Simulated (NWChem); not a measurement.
# C$_{2}$H$_{3}$NO$_{2}$Si; SMILES O=C1O[SiH2]N=C1

```xyz
9

O     -0.2135     2.3113     0.0000
C     -0.0695     1.1274     0.0000
C      1.2692     0.3919     0.0000
N      1.2745    -0.8789     0.0000
Si    -0.4336    -1.3624     0.0000
O     -1.0737     0.2242     0.0000
H      2.1842     1.0065     0.0000
H     -0.8239    -2.0856     1.2330
H     -0.8239    -2.0856    -1.2330
```
Atoms are numbered in this order, from 1.

All runs: NWChem. Pople sets run with spherical d functions. STO-3G and 3-21G are far too small for this property and stand as cheap habits. Structure relaxed at the PBE0/def2-SVP level. B3LYP is NWChem's, with the RPA form of VWN correlation. GIAO values for the isolated, static molecule; σ is the absolute isotropic shielding, δ = σ(reference) − σ with the isolated reference molecule computed at the same levels (13C: tetramethylsilane, 1H: tetramethylsilane, 15N: ammonia, 17O: water, 29Si: tetramethylsilane).

```csv
level,δ O1 (ppm),δ C2 (ppm),δ N4 (ppm),δ Si5 (ppm),δ O6 (ppm),δ H7 (ppm),δ H8 (ppm),relative time
Hartree-Fock/6-31G*,384.7,153.0,370.4,7.4,137.2,8.49,5.45,8
KT2/pcSseg-1,400.6,154.3,375.8,6.8,200.4,8.14,5.56,9
Hartree-Fock/STO-3G,441.1,130.9,310.3,6.6,18.3,9.26,3.58,1
B3LYP/6-311G**,440.4,161.0,412.5,2.7,207.3,8.46,5.61,20
```

Times are rough ratios from one shared machine.
